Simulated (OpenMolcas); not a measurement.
**Ga II: CASPT2 settings compared**

```yaml
Program: OpenMolcas 26.06
Basis: ANO-R1 [5s4p3d1f]
Scalar_Hamiltonian: X2C, finite nucleus
Active_space: 2 electrons in 4 orbitals (4s 4p)
State_averaging: 2S+1 = 3 even, 3 roots (0 in the spin-orbit step); 2S+1 = 1 even, 1 root kept (CI in the orbitals of an earlier block); 2S+1 = 3 odd, 3 roots; 2S+1 = 1 odd, 3 roots kept (CI in the orbitals of an earlier block)
Spin-orbit_coupling: RASSI with atomic mean-field integrals over the reference wave functions, term energies averaged over their components
```

Methods on the same reference wave functions:
A. CASSCF
B. SS-CASPT2, IPEA 0.35 Eh, no level shift (closed shells correlated: 3d)
C. SS-CASPT2, IPEA 0.5 Eh, no level shift (closed shells correlated: none)
D. XMS-CASPT2, IPEA 0.4 Eh, imaginary shift 0.3 Eh (closed shells correlated: 3s 3p 3d)

Energies in cm⁻¹ above 4s² ¹S₀, the measured ground level; measured values from NIST Handbook of Basic Atomic Spectroscopic Data.

```csv
Level,A,B,C,D,Measured
4s² ¹S₀,0.0,0.0,0.0,0.0,0.0
4s 4p ³P°₀,44058,45690,44640,45470,47368
4s 4p ³P°₁,44483,46110,45060,45890,47814
4s 4p ³P°₂,45369,47000,45950,46780,48750
4s 4p ¹P°₁,77213,70790,72760,69770,70701
```

Deviations, from unrounded energies. A percentage is the sum of absolute deviations over the sum of measured energies, with the sign that they share, or ± where signs differ.

| Against measurement | Levels | A | B | C | D |
| --- | --- | --- | --- | --- | --- |
| mean absolute deviation (cm-1) | 4 | 4100 | 1300 | 2600 | 1700 |
| other configurations (%) | 4 | ±7.7 | ±2.4 | ±4.8 | -3.1 |

B lies closest to measurement on these levels and A furthest from it. The largest miss of B in the table is 4s 4p ³P°₂, by -1800 cm-1. The ranking rests on the paired levels alone, and a cruder setting can come out closer through cancelling errors.

Among B to D the level of the table that moves most is 4s 4p ¹P°₁, by 3000 cm-1 (lowest in D, highest in C). Moves below CASPT2's spread within the term are not significant.

The lowest spin-free term lies below A's lowest term by 0.387 hartree in B, 0.005 hartree in C, 0.483 hartree in D.

CASPT2 does not keep the components of a term degenerate, so their means are used; among the terms shown or strongly mixed into the levels shown the widest spread is 12 cm-1 (4s 4p ¹P°, D). Some high roots are left out of the spin-orbit mixing, which shifts the levels that they would mix with. Terms from blocks run as CI alone lack orbitals of their own. Without dynamic correlation excited terms often stand tens of per cent too high (terms of higher spin than the ground term too low), and those without a measured partner can miss by more than the paired ones (holds for A). Computed and measured levels are paired by configuration, term and J; levels that our copy of the source lacks, or whose pairing is in doubt (as where it misses far off the trend of its configuration), stay unpaired and out of the deviations. Only configurations of the active space appear.

° marks odd parity.
